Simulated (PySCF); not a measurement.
Structure problem from calculated spectra and properties.

Elements present: C, F, H and Si. Monoisotopic mass: 120.0227 u.

- UV, first state: lowest singlet excitation: 6.68 eV (186 nm, f = 0.012) [TDDFT PBE0/def2-SVPD]
- UV, strongest line: among the 6 lowest singlet transitions: S3 at 7.43 eV (167 nm, f = 0.181) [TDDFT PBE0/def2-SVPD]
- 13C NMR: chemical shifts (computed TMS as zero) by class: 97.2 (1 C), 22.4 (2 C) ppm [GIAO PBE0/pcSseg-1]
- Triplet: lowest triplet excitation (Tamm–Dancoff): 5.92 eV [TDA PBE0/def2-SVPD]
- NMR, other nuclei: isotropic shieldings of nuclei other than C and H, by class: 360 (1 F), 423 (2 Si) ppm [GIAO PBE0/pcSseg-1]
- Dipole: 1.89 D [PBE0/def2-SVPD]
- Polarisability: 89.8 au [PBE0/def2-SVPD]
- Rotational structure: rotational constants A, B, C: 2.714, 2.301, 1.609 GHz [GFN2-xTB]

The electronic properties come from PySCF, for the isolated species, density fitting. Levels stand in brackets. Geometry: GFN2-xTB, one conformer, isolated molecule. NMR classes are plain means over equivalent atoms (diastereotopic ones count apart unless rotation or inversion swaps them), as if these changed places fast.

Q: Which formula fits the mass and the elements?

A: C3H9FSi2 (calculated 120.0227). No other formula that holds each of these elements comes within 0.0003 u with a fitting electron parity and a possible valence count.

Q: What is the compound? Reason from the data.

A: Numbering: `[F:1][CH:2]1[CH2:3][SiH2:4][SiH2:5][CH2:6]1`. Its formula, C3H9FSi2, gives 1 degree of unsaturation: 1 ring and 0 π bonds in the structure found. 3 carbons fall into 2 classes; from least to most shielded: sp3 C–F carbon [C2] (97.2 ppm), ring sp3 carbon bound to silicon [C3/C6] (22.4 ppm, 2 C). The other shieldings belong to: 360 ppm, alkyl fluorine [F1]; 423 ppm, SiH2 silicon [Si4/Si5]. The optimised geometry has point group Cs and is an asymmetric top. Structure: `FC1C[SiH2][SiH2]C1`. Computed isomers that give other values at the same levels: `C=C(F)[Si@H](C)[SiH3]` (13C chemical shifts (computed TMS as zero) by class: 182.7 (1 C), 113.1 (1 C), -6.1 (1 C) ppm); `C=C(CF)[SiH2][SiH3]` (rotational constant A: 2.836 GHz; this holds for the one conformer computed); `FC[SiH]1C[SiH2]C1` (lowest singlet excitation: 6.25 eV (198 nm, f = 0.000)). The assignments are read from this structure; whether some other isomer fits the data as well wasn't checked.
